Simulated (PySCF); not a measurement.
Gas-phase reaction: 2 ZrCl2(OH)2 + 4 HCl = 2 ZrCl4.H2O + O2 + 2 H2

Method: PySCF energies plus ideal-gas RRHO corrections (1 bar). † marks an energy on the PBE0/def2-TZVP geometry and frequencies. Open shells (unrestricted): O2 (multiplicity 3); the rest are closed-shell singlets. Zr: scalar-relativistic def2 core potential, no spin-orbit coupling. Adducts (ZrCl4.H2O) have no counterpoise correction, and HF, PBE, BLYP, B3LYP and PBE0 lack dispersion. ZrCl2(OH)2, ZrCl4.H2O: computed as isolated molecules; such fragments, hydroxides, amides, oligomers or adducts are transient or little studied in the gas.

HF/def2-TZVP† gives ΔH°(298 K) = 262 kJ.

What do ωB97M-V/def2-TZVP†, PBE0/def2-SVP†, LDA/def2-TZVP† give?

ωB97M-V/def2-TZVP†: 276 kJ; PBE0/def2-SVP†: 228 kJ; LDA/def2-TZVP†: 272 kJ. For scale, ΔH°(298 K) is 262 kJ at this level, 276 kJ at ωB97M-V/def2-TZVP†, and runs from 188 to 293 kJ over the 17 levels computed.
